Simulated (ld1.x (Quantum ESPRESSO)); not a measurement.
**u(r) = r·R(r): atom against pseudo-atom (calcium (Ca))**

Columns: radius, all-electron u(r) and pseudo u(r) of the 4p shell (level -8.31 eV) of calcium in the configuration [Ne] 3s2 3p6 3d0 4s0.5 4p0; PBEsol, scalar-relativistic, PAW scheme, ld1.x (Quantum ESPRESSO) 7.5.

```json
{"r (bohr)": "0.180", "all-electron": "0.1467", "pseudo": "-0.0374"}
{"r (bohr)": "0.360", "all-electron": "0.0475", "pseudo": "-0.1314"}
{"r (bohr)": "0.540", "all-electron": "-0.1195", "pseudo": "-0.2373"}
{"r (bohr)": "0.720", "all-electron": "-0.2275", "pseudo": "-0.3079"}
{"r (bohr)": "0.900", "all-electron": "-0.2584", "pseudo": "-0.3166"}
{"r (bohr)": "1.080", "all-electron": "-0.2287", "pseudo": "-0.2655"}
{"r (bohr)": "1.260", "all-electron": "-0.1609", "pseudo": "-0.1774"}
{"r (bohr)": "1.440", "all-electron": "-0.0733", "pseudo": "-0.0772"}
{"r (bohr)": "1.620", "all-electron": "0.0213", "pseudo": "0.0212"}
{"r (bohr)": "1.800", "all-electron": "0.1147", "pseudo": "0.1147"}
{"r (bohr)": "1.980", "all-electron": "0.2019", "pseudo": "0.2019"}
{"r (bohr)": "2.160", "all-electron": "0.2801", "pseudo": "0.2801"}
{"r (bohr)": "2.340", "all-electron": "0.3481", "pseudo": "0.3481"}
{"r (bohr)": "2.520", "all-electron": "0.4054", "pseudo": "0.4054"}
{"r (bohr)": "2.700", "all-electron": "0.4524", "pseudo": "0.4524"}
{"r (bohr)": "2.880", "all-electron": "0.4892", "pseudo": "0.4892"}
{"r (bohr)": "3.060", "all-electron": "0.5169", "pseudo": "0.5169"}
{"r (bohr)": "3.240", "all-electron": "0.5360", "pseudo": "0.5360"}
{"r (bohr)": "3.420", "all-electron": "0.5476", "pseudo": "0.5476"}
{"r (bohr)": "3.600", "all-electron": "0.5521", "pseudo": "0.5521"}
{"r (bohr)": "3.780", "all-electron": "0.5506", "pseudo": "0.5506"}
{"r (bohr)": "3.960", "all-electron": "0.5437", "pseudo": "0.5437"}
{"r (bohr)": "4.140", "all-electron": "0.5325", "pseudo": "0.5325"}
{"r (bohr)": "4.320", "all-electron": "0.5176", "pseudo": "0.5176"}
{"r (bohr)": "4.500", "all-electron": "0.5000", "pseudo": "0.5000"}
{"r (bohr)": "4.680", "all-electron": "0.4802", "pseudo": "0.4802"}
```

**Question.** How many radial nodes do the two functions have?

**Answer.** The all-electron 4p function has n − l − 1 = 2; the pseudo-wave has 1, since 1 lower shell of the same l stays in the valence.

**Question.** At about which radius was the pseudo-wave matched?

**Answer.** 1.80 bohr, where the columns begin to agree (steps of 0.18 bohr).

**Question.** Is the pseudo-wave norm-conserving?

**Answer.** No, it belongs to a PAW set: the norm inside the radius is not constrained, and the difference is carried by the augmentation charge.
